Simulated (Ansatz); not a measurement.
Born–Oppenheimer molecular dynamics of Cl$_{3}$HSi (5 atoms, charge 0, multiplicity 1). It starts at the highest image of a converged band. Of that band: Neighbouring images differ by up to 1.6 eV, so the band resolves the path poorly. A vibrational analysis at the climbing image gives one clearly imaginary mode, 1167i cm⁻¹: a first-order saddle point.

Computed with Ansatz, RKS BHLYP-D4/def2-SVP.

* ensemble: NVE (velocity Verlet)
* time step: 0.5 fs
* steps asked: 200
* starting velocities drawn for: 300 K
* seed: 2372

First frame:

```xyz
5
Properties=species:S:1:pos:R:3
Si -0.405 0.000 0.365
H 0.832 0.000 1.402
Cl 2.122 0.000 0.444
Cl -0.814 1.650 -0.780
Cl -0.814 -1.650 -0.780
```

Problem. How far do the bonds stretch over the last three quarters of this one trajectory? (Pairs bonded in most of those frames.)

Solution. 
```tsv
bond	mean (Å)	spread (Å)	shortest	longest
Si1–Cl4	2.106	0.043	2.04	2.16
Si1–Cl5	2.108	0.051	2.03	2.18
H2–Cl3	1.308	0.083	1.18	1.43
```

Mean temperature of the second half: 1834 K. The conserved energy stayed within 0.65 meV per atom of its start (net change -0.43 meV per atom), so the integration is sound. The kinetic energy rose, since the run started high on the potential surface and went downhill. It ends in pieces (Cl2Si + ClH), so much of that is their flight and rotation, not heat. A run of 0.1 ps of so small a system gives no equilibrium averages. The orbitals stay closed-shell, which can raise the energy where a bond breaks towards radicals; this wasn't checked here.

The run took 9.3 min on 1 thread of Intel(R) Xeon(R) Platinum 8488C (Sapphire Rapids) (shared host), peak memory 0.17 GiB.
